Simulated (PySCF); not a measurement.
Isomers of CH6OSi2. Isolated molecules, 0 K electronic values unless said otherwise. One relaxed conformer stands for each flexible species; it need not be the lowest. Strings in code marks are SMILES. All members: neutral, multiplicity 1. Level: TPSSh-D3(BJ)/def2-TZVP // B3LYP-D3(BJ)/def2-TZVP (PySCF), beside PBE-D3(BJ)/def2-TZVP // B3LYP-D3(BJ)/def2-TZVP (PySCF) at the same geometries. 

```tsv
species	HOMO–LUMO gap, PBE (eV)	HOMO–LUMO gap, TPSSh-D3(BJ) (eV)
`CO[SiH]=[SiH2]` (C–O–Si–Si torsion 142°)	2.39	3.10
`OC[SiH]=[SiH2]` (H–O–C–Si torsion -173°, O–C–Si–Si torsion -106°)	2.51	3.25
`O=C[SiH2][SiH3]` (O–C–Si–Si torsion 94°)	2.78	withheld
`C[SiH2][SiH]=O` (C–Si–Si–O torsion 0°)	3.10	4.19
`[SiH2]=CO[SiH3]` (Si–C–O–Si torsion 0°)	3.19	4.03
`O/[SiH]=C/[SiH3]` (H–O–Si–C torsion 180°)	3.86	4.78
`C=[SiH]O[SiH3]` (C–Si–O–Si torsion 1°)	3.93	4.85
`OC1[SiH2][SiH2]1` (H–O–C–Si torsion 63°)	4.32	5.37
```

Fit y = a + b·x, y being the HOMO–LUMO gap at the first level, to the 7 complete rows by least squares, with x = the PBE value in eV. Give a, b and the rms residual, and predict the withheld value.

Means of the 7 rows: x̄ = 3.3286, ȳ = 4.2243 eV. Σ(x − x̄)² = 3.2495 and Σ(x − x̄)(y − ȳ) = 3.695, so b = 1.137 and a = ȳ − b·x̄ = 0.440 eV. The rms residual is 0.095 eV. At x = 2.78 the line gives 3.60 eV. The run for `O=C[SiH2][SiH3]` (O–C–Si–Si torsion 94°) gave 4.06 eV, so the line is off by 0.46 eV, more than twice the rms residual.

Codes: PySCF.
